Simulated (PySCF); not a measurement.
**Trend along the fifth-period p block: MCd cations**

HF with double-zeta basis sets in PySCF, for the lowest determinant that a PBE0 search found; no spin–orbit coupling. De refers to high-spin ground-configuration atoms (the charge goes to the atom of lower measured ionisation energy or higher electron affinity, which is not always the lowest computed limit). A positive dipole points towards Cd; it is taken about the centre of mass and depends on that origin.

| M | basis | reference | charged atom | state (unpaired electrons) | Re (Å) | ωe (cm⁻¹) | De (eV) | μ (D) |
| --- | --- | --- | --- | --- | --- | --- | --- | --- |
| Sb | def2-SVP | ROHF | Sb+ | triplet (π ↑↑) | 2.852 | 145 | 1.80 | 3.91 |
| Te | def2-SVP | ROHF | Cd+ | doublet (π ↑) | 2.688 | 188 | 0.46 | 6.60 |
| I | def2-SVP | RHF | Cd+ | singlet (closed shell) | 2.593 | 225 | 0.66 | 8.43 |

The shortest bond is that of CdI⁺ (2.593 Å), the longest that of CdSb⁺ (2.852 Å). CdSb⁺ is bound most strongly (1.80 eV) and CdTe⁺ least (0.46 eV).

The state changes along the series, so neighbouring rows are not always alike in their bonding.

Spin–orbit coupling is left out, which matters for elements this heavy, above all for dissociation energies. For an ion De counts to the pair picked by the measured ionisation energies or electron affinities, which need not be the lowest pair at this level. Where the molecule has an RHF reference, its open-shell atoms are computed with UHF. UHF is strongly spin-contaminated for CdSb⁺, so the ROHF reference used there is far from stable. Hartree–Fock leaves out correlation, which carries a large part of most bond energies and some tenths to 1 eV of ionisation energies. States were picked by a PBE0 search and need not be the measured ground states.
